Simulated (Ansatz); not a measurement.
Species: 1,1,1,3,3-pentafluoropropane, C3H3F5, charge 0, multiplicity 1. 
Geometry from a B3LYP-D3(BJ)/def2-TZVP (Ansatz, an electronic-structure program) optimisation:
SMILES: FC(F)CC(F)(F)F
```xyz
11

F     -2.3284    -1.2245    -0.0912
C     -1.3722    -0.2699    -0.3005
F     -1.8221     0.8865     0.2626
C     -0.0887    -0.7251     0.3642
C      1.1126     0.1319     0.0313
F      2.2281    -0.3907     0.5761
F      1.3124     0.2005    -1.3041
F      0.9955     1.3904     0.4820
H     -1.2827    -0.1104    -1.3762
H     -0.2282    -0.7322     1.4450
H      0.1315    -1.7393     0.0317
```

Dipole moments at this geometry, in debye (magnitudes).

```json
[
 {"level": "SVWN5/def2-TZVPD", "program": "Ansatz", "dipole (D)": "1.43"},
 {"level": "revPBE/def2-TZVPD", "program": "Ansatz", "dipole (D)": "1.36"},
 {"level": "r2SCAN/def2-TZVPD", "program": "Ansatz", "dipole (D)": "1.42"},
 {"level": "B97M-V/def2-TZVPD", "program": "Ansatz", "dipole (D)": "1.41"},
 {"level": "PBE0/def2-TZVPD", "program": "Ansatz", "dipole (D)": "1.47"},
 {"level": "BHLYP/def2-TZVPD", "program": "Ansatz", "dipole (D)": "1.56"},
 {"level": "r2SCANh/def2-TZVPD", "program": "Ansatz", "dipole (D)": "1.45"},
 {"level": "r2SCAN0/def2-TZVPD", "program": "Ansatz", "dipole (D)": "1.49"},
 {"level": "HSE06/def2-TZVPD", "program": "Ansatz", "dipole (D)": "1.46"},
 {"level": "CAM-B3LYP/def2-TZVPD", "program": "Ansatz", "dipole (D)": "1.51"},
 {"level": "LC-wPBE/def2-TZVPD", "program": "Ansatz", "dipole (D)": "1.50"},
 {"level": "wB97X-V/def2-TZVPD", "program": "Ansatz", "dipole (D)": "1.48"},
 {"level": "CCSD(T)/aug-cc-pVDZ", "program": "Ansatz", "dipole (D)": "1.45"}
]
```
